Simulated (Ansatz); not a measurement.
Computed with Ansatz on PBE0-D4/def2-TZVP structures; ΔE is electronic, products minus reactants. CCSD(T)/CBS is the MP2 limit (def2-TZVPP, def2-QZVPP) plus CCSD(T) − MP2 in def2-TZVPP, frozen cores. This one scheme is used for every species. Functionals use def2-TZVPP. def2 core potentials past Kr. For Ge, Te outer-core shells are correlated without core-valence functions, which leaves a few kJ/mol of doubt a bond. Scalar relativity is left out up to krypton.

`[CH3][GeH2][TeH]` + `BCl` → `ClB[TeH]` + `[CH3][GeH3]`  (formal exchange of groups at a Te–Ge bond)

`[CH3][GeH2][TeH]`:

```xyz
9

C    -1.149   -0.082    0.581
Ge    0.783   -0.155    0.321
Te    1.372   -0.357   -2.167
H    -1.380   -0.027    1.646
H    -1.613   -0.973    0.158
H    -1.558    0.798    0.084
H     1.389   -1.417    0.959
H     1.464    1.093    0.910
H     0.691    1.119   -2.492
```

`BCl`:

Cartesian coordinates in Å:
```
B -0.073 0.105 -0.084
Cl 0.753 -1.082 0.872
H -0.194 -0.101 -1.250
H -0.486 1.078 0.462
```

`ClB[TeH]`:

```xyz
5

Cl    1.705    0.668   -0.333
B     0.133    0.564    0.401
Te   -1.305   -0.917   -0.084
H    -0.175    1.363    1.228
H    -0.359   -1.678   -1.212
```

`[CH3][GeH3]`:

Z-matrix (Å, degrees):
```
C
Ge 1 1.953
H 1 1.091 2 110.3
H 1 1.090 2 110.3 3 120.0
H 1 1.090 2 110.3 3 -120.0
H 2 1.539 1 110.4 3 -59.8
H 2 1.539 1 110.4 3 60.2
H 2 1.539 1 110.4 3 -179.8
```

```
        level  ΔE (kcal/mol)
  LDA (SPW92)           -2.8
   r2SCAN0-D4            1.4
        BHLYP            3.2
MP2/CBS(def2)            1.9
```

Task: What does CCSD(T)/CBS give? (Estimate.)

Result: Computed: +1.5 kcal/mol. The listed levels differ from it by -4.3, -0.1, 1.7, 0.4 kcal/mol.

Largest T1 diagnostic among the species: 0.014.

From PBE to PBE0 (25 % exact exchange), in def2-TZVPP and without D4, ΔE moves by +1.4 kcal/mol. In def2-TZVPP, CCSD(T) changes the Hartree–Fock value by −4.9 kcal/mol (the triples alone add −0.9 kcal/mol) and MP2 by −4.5 kcal/mol.
